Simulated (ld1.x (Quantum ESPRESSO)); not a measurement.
# Transferability test, TM potential for Ru

```json
{
  "Element": "Ru (Z = 44)",
  "Generator": "ld1.x (Quantum ESPRESSO) 7.5",
  "Type": "norm-conserving Troullier–Martins (Kleinman–Bylander form)",
  "Functional": "PBEsol",
  "Relativity": "fully relativistic",
  "Frozen core": "[Kr]",
  "Valence charge": "8",
  "Reference configuration": "4d7 5s1 5p0",
  "Partial waves": "5p (bound, empty): rc 3.85 bohr; 4d (bound): rc 1.75 bohr; 5s (bound): rc 2.90 bohr",
  "Local potential": "the s channel",
  "Core correction": "none"
}
```

Open shells are filled in proportion to 2j + 1 (rel_dist='average').

Energies are relative to the spin-unpolarised reference configuration 4d7 5s1 5p0; without spin polarisation the order of configurations can differ from experiment.

```json
{"valence configuration": "4d7 5s0 5p0", "charge": "+1", "ΔE all-electron (eV)": "7.300", "error AE − PS (meV)": "-1.3"}
{"valence configuration": "4d6 5s0 5p0", "charge": "+2", "ΔE all-electron (eV)": "25.484", "error AE − PS (meV)": "-68"}
{"valence configuration": "4d5 5s0 5p0", "charge": "+3", "ΔE all-electron (eV)": "56.091", "error AE − PS (meV)": "-433"}
{"valence configuration": "4d6 5s1 5p1", "charge": "0", "ΔE all-electron (eV)": "5.675", "error AE − PS (meV)": "-95"}
{"valence configuration": "4d7.5 5s0.5 5p0", "charge": "0", "ΔE all-electron (eV)": "-0.314", "error AE − PS (meV)": "-18"}
{"valence configuration": "4d6 5s2 5p0", "charge": "0", "ΔE all-electron (eV)": "1.675", "error AE − PS (meV)": "-89"}
```

**Question.** What are ΔE and the potential's error for 4d7 5s0.5 5p0?

**Answer.** ΔE = 2.875 eV all-electron; the error (AE − PS) is -0.8 meV.

ld1.x printed “convergence not achieved” for 4 of the counted tests; their residual had stalled under 1e-8, short of the target of 1e-14.
